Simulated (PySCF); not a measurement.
This PySCF input asks for the NMR shieldings of SMILES CC(C)OC[Si@H](O)[SiH2]S, C4H14O2SSi2; the geometry comes from GFN2-xTB.

```python
import basis_set_exchange as bse
import numpy as np
from pyscf import gto, dft
from pyscf.prop import nmr

atoms = """
C    -2.878881    0.381906   -0.153308
C    -1.930246   -0.013752    0.980002
C    -2.216201    0.798708    2.239031
O    -0.571940    0.215758    0.638461
C     0.029459   -0.752105   -0.198131
Si    1.859896   -0.217002   -0.181354
O     1.915128    1.380147   -0.488951
Si    3.080025   -1.119725   -1.913682
S     5.125751   -0.463220   -1.763593
H    -2.687808   -0.212217   -1.043914
H    -3.908000    0.220358    0.155351
H    -2.742734    1.432795   -0.399046
H    -2.059942   -1.087423    1.198950
H    -1.526232    0.513327    3.028613
H    -3.234568    0.624103    2.574238
H    -2.085545    1.857401    2.030150
H    -0.123438   -1.757967    0.210426
H    -0.418174   -0.739640   -1.199639
H     2.336299   -0.458365    1.189843
H     1.254507    1.953299   -0.102582
H     2.663436   -0.776484   -3.278889
H     3.255820   -2.568683   -1.882909
H     4.858637    0.815763   -1.550927
"""
names = dict.fromkeys(["C", "O", "Si", "S", "H"], "pcSseg-1")
basis = {el: gto.basis.parse(bse.get_basis(n, elements=[el], fmt="nwchem")) for el, n in names.items()}
mol = gto.M(atom=atoms, basis=basis, charge=0, verbose=0)
mf = dft.RKS(mol, xc="PBE0")
mf.grids.level = 2
mf.grids.alignment = dft.numint.BLKSIZE   # the property module wants whole blocks of grid points
mf.conv_tol = 1e-9
mf.kernel()

calc = nmr.RKS(mf)   # GIAO
C = mf.mo_coeff
Co = C[:, mf.mo_occ > 0]
resp = mf.gen_response(singlet=True, hermi=2)
def vind(x):   # induced exchange potential for any number of trial vectors
    d = np.einsum("pi,xij,qj->xpq", C, 2 * x.reshape(-1, C.shape[1], Co.shape[1]), Co, optimize=True)
    return np.einsum("xpq,pi,qj->xij", resp(d - d.transpose(0, 2, 1)), C, Co, optimize=True).ravel()
mo1, _ = nmr.rhf.solve_mo1(calc, with_cphf=vind)
sigma = calc.kernel(mo1)
for i, s in enumerate(sigma):   # ppm
    w = np.linalg.eigvalsh((s + s.T) / 2)
    print("%2d %-2s iso %8.1f  s11 %8.1f  s22 %8.1f  s33 %8.1f" % (i, mol.atom_pure_symbol(i), w.mean(), *w))
```

Question: What are the results?

Answer: 
```
 0 C  iso    166.3  s11    145.6  s22    165.7  s33    187.6
 1 C  iso    106.0  s11     77.2  s22     83.0  s33    157.8
 2 C  iso    160.6  s11    140.7  s22    154.3  s33    186.8
 3 O  iso    289.7  s11    265.7  s22    271.4  s33    332.1
 4 C  iso    123.8  s11     86.4  s22    112.8  s33    172.3
 5 Si iso    361.3  s11    324.1  s22    350.8  s33    409.1
 6 O  iso    332.9  s11    294.0  s22    333.4  s33    371.3
 7 Si iso    417.0  s11    373.9  s22    417.7  s33    459.6
 8 S  iso    814.8  s11    728.5  s22    743.7  s33    972.2
 9 H  iso     29.8  s11     24.8  s22     29.6  s33     35.1
10 H  iso     30.9  s11     26.6  s22     28.5  s33     37.6
11 H  iso     31.0  s11     28.2  s22     28.9  s33     35.9
12 H  iso     28.3  s11     26.1  s22     27.4  s33     31.4
13 H  iso     30.2  s11     26.0  s22     28.4  s33     36.2
14 H  iso     30.7  s11     26.4  s22     28.4  s33     37.5
15 H  iso     30.5  s11     27.7  s22     28.9  s33     35.0
16 H  iso     29.1  s11     25.4  s22     28.0  s33     33.8
17 H  iso     28.1  s11     22.9  s22     27.8  s33     33.5
18 H  iso     26.3  s11     23.1  s22     24.8  s33     30.9
19 H  iso     30.0  s11     19.3  s22     27.0  s33     43.6
20 H  iso     26.8  s11     21.8  s22     26.0  s33     32.5
21 H  iso     27.4  s11     23.5  s22     26.4  s33     32.4
22 H  iso     31.7  s11     22.5  s22     29.3  s33     43.3
```

These numbers come from an equivalent density-fitted implementation of the same equations, which agrees with the script to about 0.01 ppm for H and up to a few tenths of a ppm for heavy atoms, so last digits may differ.

Size and cost of the density-fitted run: 244 basis functions, 100 s wall time on 1 thread of an Arm Neoverse N1, shared host; peak memory 1.1 GiB.
